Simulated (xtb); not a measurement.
Input file for xtb: GFN-FF on C3H7NO2 (a complex), monomers drawn apart or pushed together.

```
$ xtb mol.xyz --gfnff --sp --chrg 0 --uhf 0
13

C     -0.10145587    -1.26816376     0.12050989
C      0.51858702     0.11875551     0.17464902
N     -0.22630885     0.97907183     1.09947903
H      0.45784903    -1.91651162    -0.55588580
H     -0.10804700    -1.72614843     1.11011052
H     -1.13235719    -1.22134083    -0.24107425
H      0.57579304     0.53190469    -0.84224428
H      1.54264839     0.04593266     0.54787486
H      0.16021103     1.91573653     1.11588267
H     -1.19440730     1.06418942     0.80918744
O      0.96900526    -0.51864683     3.91179043
C     -0.00605657     0.05361825     4.17571336
O     -0.97158838     0.59794962     4.51805755
```

Output:

```
[...]
           -------------------------------------------------
          |                Calculation Setup                |
           -------------------------------------------------



molecular fragmentation (1/2 indicates fragments):
1111111111222
# atoms in fragment 1/2:    10     3
 fragment masses (1/2) :       45.08       44.01
CMA distance (Bohr)    :   7.071
constraining FC (au)   :  0.0500

          ==================== Thresholds ====================
          CN  :   150.00000
          rep :   500.00000
          disp:  2500.00000
          HB1 :   250.00000
          HB2 :   450.00000

          Pauling EN used:
          Z : 1  EN :  2.20
          Z : 6  EN :  2.55
          Z : 7  EN :  3.04
          Z : 8  EN :  3.44
          electric field strengths (au): 0.000

           -------------------------------------------------
          |           Force Field Initialization            |
           -------------------------------------------------

          distances ...
          ----------------------------------------
          generating topology and atomic info file ...
          pair mat ...
          computing topology distances matrix with Floyd-Warshall algo ...
          making topology EEQ charges ...
          #fragments for EEQ constrain: 2
          ----------------------------------------
          generating topology and atomic info file ...
          pair mat ...
          computing topology distances matrix with Floyd-Warshall algo ...
          making topology EEQ charges ...
          rings ...
          # BATM   42
          # H in HB   2
          doing iterative Hueckel for 1 subsystem(s) ...

  atom   neighbors  erfCN metchar sp-hybrid imet pi  qest     coordinates
    1  C       4    3.49   0.00         3    0    0  -0.057   -0.191724   -2.396482    0.227731
    2  C       4    3.48   0.00         3    0    0   0.018    0.979987    0.224415    0.330039
    3  N       3    2.79   0.00         3    0    0  -0.316   -0.427662    1.850178    2.077714
    4  H       1    0.97   0.00         0    0    0   0.027    0.865209   -3.621682   -1.050472
    5  H       1    0.97   0.00         0    0    0   0.027   -0.204179   -3.261948    2.097805
    6  H       1    0.97   0.00         0    0    0   0.027   -2.139845   -2.308000   -0.455564
    7  H       1    0.97   0.01         0    0    0   0.022    1.088091    1.005154   -1.591611
    8  H       1    0.97   0.00         0    0    0   0.022    2.915183    0.086800    1.035333
    9  H       1    0.98   0.00         0    0    0   0.116    0.302755    3.620217    2.108713
   10  H       1    0.98   0.00         0    0    0   0.116   -2.257103    2.011027    1.529143
   11  O       1    0.98   0.00         2    0    1  -0.187    1.831155   -0.980100    7.392213
   12  C       2    1.93   0.00         1    0    1   0.373   -0.011445    0.101324    7.890955
   13  O       1    0.98   0.00         2    0    1  -0.187   -1.836036    1.129961    8.537891

          #atoms :   13
          #bonds :   11
          #angl  :   16
          #tors  :   16
          #nmol  :   2
          #optfrag :   2
           -------------------------------------------------
          |                   G F N - F F                   |
          |          A general generic force-field          |
          |                  Version 1.0.3                  |
           -------------------------------------------------
          Number of HB bonds (bound hydrogen)     12
          Number of HB bonds (unbound hydrogen)   24
          Number of XB bonds                      0

 E+G (total)                   0 d,  0 h,  0 min,  0.000 sec
Note: The following floating-point exceptions are signalling: IEEE_UNDERFLOW_FLAG IEEE_DENORMAL
normal termination of xtb
 distance/D3 list               ...        0 min,  0.000 sec (  0.829%)
 non bonded repulsion           ...        0 min,  0.000 sec ( 14.372%)
 dCN                            ...        0 min,  0.000 sec (  4.913%)
 EEQ energy and q               ...        0 min,  0.000 sec (  8.933%)
 D3                             ...        0 min,  0.000 sec ( 11.631%)
 EEQ gradient                   ...        0 min,  0.000 sec (  3.099%)
 bonds                          ...        0 min,  0.000 sec (  8.169%)
 bend and torsion               ...        0 min,  0.000 sec ( 11.268%)
 bonded ATM                     ...        0 min,  0.000 sec (  4.107%)
 HB/XB (incl list setup)        ...        0 min,  0.000 sec ( 29.823%)

         :::::::::::::::::::::::::::::::::::::::::::::::::::::
         ::                     SUMMARY                     ::
         :::::::::::::::::::::::::::::::::::::::::::::::::::::
         :: total energy              -2.085293600788 Eh    ::
         :: gradient norm              0.021758956393 Eh/a0 ::
         ::.................................................::
         :: bond energy               -2.095913181625 Eh    ::
         :: angle energy               0.002406994788 Eh    ::
         :: torsion energy             0.000235760162 Eh    ::
         :: repulsion energy           0.138832698547 Eh    ::
         :: electrostat energy        -0.125663432034 Eh    ::
         :: dispersion energy         -0.005043597049 Eh    ::
         :: HB energy                 -0.000000003329 Eh    ::
         :: XB energy                  0.000000000000 Eh    ::
         :: bonded atm energy         -0.000148840247 Eh    ::
         :: external energy            0.000000000000 Eh    ::
         :: add. restraining           0.000000000000 Eh    ::
         :: total charge              -0.000000000000 e     ::
         :::::::::::::::::::::::::::::::::::::::::::::::::::::

           -------------------------------------------------
          |                Property Printout                |
           -------------------------------------------------

molecular dipole:
                 x           y           z       tot (Debye)
 q only:       -0.011      -0.022      -0.368       0.938

           -------------------------------------------------
          | TOTAL ENERGY               -2.085293600788 Eh   |
          | GRADIENT NORM               0.021758956393 Eh/α |
           -------------------------------------------------
########################################################################
[WARNING] Runtime exception occurred
-1- gfnff_setup: Could not read topology file.
########################################################################

------------------------------------------------------------------------
------------------------------------------------------------------------
 total:
 SCF:
```

The run finished.

Cost: about 0.020 core-seconds (a rough figure).
